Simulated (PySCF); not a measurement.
These compounds are isomers of formula C₈H₇OP.

A. `c1(C)ccccc1P=C=O`
B. `C#Cc1pc(C)oc1C=C`
C. `C1=C(c2ccccc2)[P@@H]1=O`
D. SMILES Cc1ccc(P=C=O)cc1

Spectrum 1. ¹H NMR (300 MHz, computed): δ 7.27 (m, 1H), 6.20 (m, 1H), 5.65 (m, 1H), 3.37 (s, 1H), 2.94 (m, 3H). ¹³C{¹H} NMR (computed): δ 206.2 (C), 169.6 (C), 132.0 (CH), 130.5 (C), 121.3 (CH2), 97.3 (CH), 81.6 (C), 21.3 (CH3).

Spectrum 2. ¹H NMR (300 MHz, computed): δ 7.49 (m, 2H), 7.39 (m, 2H), 2.45 (s, 3H). ¹³C{¹H} NMR (computed): δ 232.1 (C), 143.1 (C), 138.5 (CH), 135.7 (CH), 123.9 (C), 23.9 (CH3).

Spectrum 3. ¹H NMR (300 MHz, computed): δ 9.19 (m, 1H), 8.03 (m, 2H), 7.95 (m, 1H), 7.83 (m, 2H), 7.79 (m, 1H). ¹³C{¹H} NMR (computed): δ 177.8 (C), 154.8 (CH), 137.6 (CH), 136.6 (CH), 134.6 (CH), 132.1 (C).

Spectrum 4. ¹H NMR (300 MHz, computed): δ 7.70 (m, 1H), 7.46 (m, 1H), 7.36 (m, 1H), 7.33 (m, 1H), 2.39 (s, 3H). ¹³C{¹H} NMR (computed): δ 225.5 (C), 146.2 (C), 139.7 (CH), 135.7 (CH), 133.2 (CH), 132.1 (CH), 129.6 (C), 24.7 (CH3).

Computational details: GFN2-xTB geometry, shieldings: GIAO PBE0/pcSseg-1, in PySCF (one conformer, equivalent nuclei averaged, non-relativistic, isolated molecule).

Scale: TMS for ¹H (31.72 ppm) and ¹³C (186.93 ppm) (reference shieldings calculated alike). Splittings of carbon signals by F and P are missing where no couplings were computed. Where no couplings were computed, multiplicities follow the n + 1 count of equivalent neighbours, and m marks all less simple cases (inequivalent or close neighbours, rings, F or P nearby). Shifts are as computed. Against solution values, carbons near 30 ppm lie about +3 ppm off and those near 130 ppm about +5 ppm. Of 1211 compounds with measured shifts, 218 miss one by over three times the rms of a fit or turn the order of signals round; such compounds aren't used in these exercises.

Match each spectrum to its structure.

Answers

1–B, 2–D, 3–C, 4–A.

- Spectrum 1 (B): 8 ¹³C signals; δC 132.0 is an alkene CH; δC 121.3 is a terminal =CH2 carbon.
- Spectrum 2 (D): 6 ¹³C signals; δC 138.5 is an aromatic CH; δC 135.7 is an aromatic CH.
- Spectrum 3 (C): 6 ¹³C signals; δC 154.8 is an alkene CH; δC 137.6 is an aromatic CH.
- Spectrum 4 (A): 8 ¹³C signals; δC 139.7 is an aromatic CH; δC 135.7 is an aromatic CH.
